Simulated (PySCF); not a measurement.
3-ethylideneoxetane (C5H8O), SMILES C1(=CC)COC1.

Geometry optimised at PBE0-D3(BJ)/def2-SVP.

Computed with PySCF with PBE/def2-TZVP.

Symmetry labels are those of the subgroup Cs that the program uses (full group Cs).

Computed valence orbital energies around the gap with their symmetry:
```json
[
 {"orbital": "HOMO−7", "symmetry": "A\"", "energy (eV)": "-10.09"},
 {"orbital": "HOMO−6", "symmetry": "A'", "energy (eV)": "-10.03"},
 {"orbital": "HOMO−5", "symmetry": "A\"", "energy (eV)": "-9.73"},
 {"orbital": "HOMO−4", "symmetry": "A'", "energy (eV)": "-9.15"},
 {"orbital": "HOMO−3", "symmetry": "A'", "energy (eV)": "-7.72"},
 {"orbital": "HOMO−2", "symmetry": "A'", "energy (eV)": "-7.64"},
 {"orbital": "HOMO−1", "symmetry": "A\"", "energy (eV)": "-6.42"},
 {"orbital": "HOMO", "symmetry": "A\"", "energy (eV)": "-5.44"},
 {"orbital": "LUMO", "symmetry": "A\"", "energy (eV)": "-0.78"},
 {"orbital": "LUMO+1", "symmetry": "A'", "energy (eV)": "0.41"},
 {"orbital": "LUMO+2", "symmetry": "A'", "energy (eV)": "0.67"},
 {"orbital": "LUMO+3", "symmetry": "A'", "energy (eV)": "1.17"}
]
```
